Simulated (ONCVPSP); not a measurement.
What one change does to a pseudopotential (iron, ONCV)

iron (Fe), optimised norm-conserving Vanderbilt (ONCV), made with ONCVPSP 4.0.1 (LDA (Perdew-Wang 92), scalar-relativistic). Core [Ar], reference 3d6 4s1.5 4p0.5. Waves: 4s: rc 2.00 bohr, ncon 4, nbas 7, qcut 2.7 1/bohr, 2 projectors, debl 0.9 Ha; 4p: rc 2.95 bohr, ncon 4, nbas 8, qcut 2.5 1/bohr, 2 projectors, debl 3 Ha; 3d: rc 1.45 bohr, ncon 5, nbas 10, qcut 12.1 1/bohr, 3 projectors, debl 3.4 Ha; f scattering state at 0.06 Ha: rc 2.95 bohr, ncon 5, nbas 9, qcut 4.2 1/bohr, 2 projectors, debl 2.7 Ha. Local part: polynomial inside 1.40 bohr (lpopt 5, dvloc0 3 Ha). Core correction: none.

All-electron outer shells of the reference configuration (LDA (PZ), scalar-relativistic, ld1.x):

```csv
shell,level (eV),outermost node (bohr),outermost maximum (bohr)
3s,-94.41,0.33,0.70
3p,-60.83,0.30,0.72
3d,-8.62,–,0.71
4s,-6.06,1.00,2.38
4p,-1.88,1.10,3.21
```

Change: core correction Teter function, fcfact 2.5, rcfact 1.25.

Cutoffs: the cutoffs (Ha) at which the residual kinetic energy of the hardest occupied pseudo-wave falls to 1 and 0.1 mHa per electron; they do not see the model core or the augmentation charge, which bear on the density cutoff. Errors are all-electron minus pseudo energies relative to the spin-unpolarised reference configuration.

Problem. What does the change do?

Solution. The potential gets neither clearly harder nor softer (55 Ha and 62 Ha → 55 Ha and 62 Ha); of the 3 tests that both files solve, the error grows in 1 and shrinks in 1 by more than 15 % and 0.3 meV (median size 1.5 → 0.7 meV); neither file shows a bound ghost. A model core, the more so a compact one, raises the density cutoff, which this test does not measure.

```tsv
quantity	base	changed
cutoff, loose	55 Ha	55 Ha
cutoff, tight	62 Ha	62 Ha
bound ghosts	none	none
GHOST(+) flags under 300 eV	s at 51.3 eV	s at 51.3 eV
tests with a reliable result	3 of 4	3 of 4
error for 3d6 4s2 4p0, meV [ΔE -2.05 eV]	+0.8	+0.6
error for 3d6 4s1 4p0, meV [ΔE 6.92 eV]	-1.5	-2.2
error for 3d6 4s0 4p0, meV [ΔE 23.40 eV]	+11	+0.7
s: phases at 2.03 bohr within 0.05 rad from the reference energy up to (Ha; the scan ends near 5)	1.8	1.8
p: phases at 3.00 bohr within 0.05 rad from the reference energy up to (Ha; the scan ends near 5)	1.5	1.5
d: phases at 1.47 bohr within 0.05 rad from the reference energy up to (Ha; the scan ends near 5)	to the end of the scan	to the end of the scan
f: phases at 3.00 bohr within 0.05 rad from the reference energy up to (Ha; the scan ends near 5)	to the end of the scan	to the end of the scan
```
